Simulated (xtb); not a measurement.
CH4GeO, SMILES [CH3][Ge][OH] (connectivity only; charge and spin as stated), neutral, multiplicity 1. All values are semi-empirical tight-binding results from xtb (GFN2-xTB unless named), good for trends rather than for accurate numbers. Coordinates come from a GFN2-xTB optimisation. One conformer was computed; it need not be the lowest.

Optimised geometry:

Bonded distances (Å): Ge1–C2 2.037, Ge1–O6 1.788, C2–H3 1.091, C2–H4 1.087, C2–H5 1.091, O6–H7 0.955. Angles (°): C2–Ge1–O6 93.8, Ge1–C2–H3 110.7, Ge1–C2–H4 111.0, Ge1–C2–H5 111.1, H3–C2–H4 108.4, H3–C2–H5 106.9, H4–C2–H5 108.6, Ge1–O6–H7 120.8.

A frequency run showed that this geometry is not a minimum.

For metal compounds this method's bond lengths and energies can be far off.

The orbital gap is 3.30 eV.

Computed atomic charges and the Wiberg bond orders between heavy atoms:
charges (e) Ge1 0.30, C2 -0.20, H3 0.03, H4 0.05, H5 0.02, O6 -0.49, H7 0.29. Bond orders Ge1–C2 1.05, Ge1–O6 1.30.
